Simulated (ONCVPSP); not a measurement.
# Ranking ONCV potentials for rubidium (Rb)

All share these settings but for the change named:

```
Element                 : Rb (Z = 37)
Generator               : ONCVPSP 4.0.1
Type                    : optimised norm-conserving Vanderbilt (ONCV)
Functional              : PBE
Relativity              : scalar-relativistic
Frozen core             : [Ar] 3d10
Valence charge          : 9
Reference configuration : 4s2 4p6 5s0.5 (charge +0.5)
Partial waves           : 4s+5s: rc 2.65 bohr, ncon 4, nbas 7, qcut 5.2 1/bohr, 2 projectors; 4p: rc 1.65 bohr, ncon 4, nbas 8, qcut 5.8 1/bohr, 2 projectors, debl 2 Ha; d scattering state at 0.07 Ha: rc 2.65 bohr, ncon 4, nbas 8, qcut 3.7 1/bohr, 1 projector
Local potential         : polynomial inside 1.45 bohr (lpopt 1, dvloc0 -1 Ha)
Core correction         : none
```

In the d channel the program set the typed energies aside and used 0.050 Ha.

Test errors are all-electron minus pseudo excitation energies from the reference, over 4s2 4p6 5s1; 4s2 4p6 5s0; 4s2 4p6 5s0 5p1; 4s2 4p5 5s1. None of these files shows a bound ghost.

The base gives 0.4 meV.

Of 9 variants that were run, those that failed, showed a ghost or another fault, or gave nearly equal values are left out.

Question: Rank these variants by their largest absolute test error, smallest first.
A. s: qcut 4.9
B. s: qcut 7.1
C. s: qcut 5.5
D. s: qcut 4.4
E. s: qcut 6.6

Answer: A (0.1 meV), C (0.8 meV), D (1.0 meV), E (2.6 meV), B (3.8 meV).
